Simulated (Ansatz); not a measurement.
Species: sum formula BSClF, charge -1, multiplicity 1. It need not be the lowest isomer of its formula. Whether it binds its extra electron was not tested at this geometry. SMILES: FB([S-])Cl
Structure (B3LYP-D3(BJ)/def2-TZVP (Ansatz, a quantum-chemistry and plane-wave program) minimum search):
```xyz
4

B      0.2265     0.2652     0.0412
Cl    -1.5517    -0.0116    -0.4889
F      0.4690     1.6034    -0.0354
S      1.3141    -0.9725     0.5265
```
Charge -1, spin multiplicity 1.

Question: Give the harmonic wavenumbers at B3LYP-D3(BJ)/def2-TZVP (Ansatz, finite differences of forces, unscaled).

Answer: 258, 359, 490, 512, 860, 1202 cm⁻¹. Zero-point energy 5.3 kcal/mol.

Question: From these and the geometry, give the ideal-gas thermochemistry at 298.15 K and 1 atm (rigid rotor, harmonic oscillator).

Answer: Point group Cs, rotational symmetry number 1. Rotational constants 7.095, 2.947, 2.082 GHz. S(trans) 39.64, S(rot) 26.40, S(vib) 4.32, S(elec, spin only) 0.00, S 70.4 cal/(mol K). H(298) - H(0) 3.22 kcal/mol; G - E(el) -12.5 kcal/mol.
